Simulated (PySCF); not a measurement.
Cd(F)(SeH) (CdFHSe), SMILES [F][Cd][SeH]. Atoms are numbered in the order given.

```xyz
4

Cd    -0.0012     0.7420     0.0000
F      0.0054     2.6992     0.0000
Se    -0.0419    -1.7101     0.0000
H      1.4304    -1.7656     0.0000
```
Charge 0, spin multiplicity 1.

Geometry: B3LYP-D3(BJ)/def2-TZVP. The def2 effective core potentials stand for the cores of Cd; spin–orbit coupling is left out. One conformer was computed; it need not be the lowest.

Level of theory: PySCF with CAM-B3LYP/def2-TZVPD.

Isolated molecule, no solvent.

Question: Estimate the frontier levels, gap, dipole moment and polarisability. (Estimate from the structure and the level; the computed values follow.)

Answer: 
```json
{
 "highest_occupied_level": "-8.66 eV",
 "lowest_empty_level": "-1.24 eV",
 "orbital_gap": "7.42 eV",
 "dipole_moment": "2.10 D",
 "quadrupole, principal values (traceless, Buckingham form, about the centre of nuclear charge)": "-16.75, 5.11, 11.64 D·Å",
 "mean_static_polarisability": "59.5 bohr³ (8.82 Å³)",
 "polarisability_principal_values": "47.6, 48.6, 82.3 bohr³"
}
```
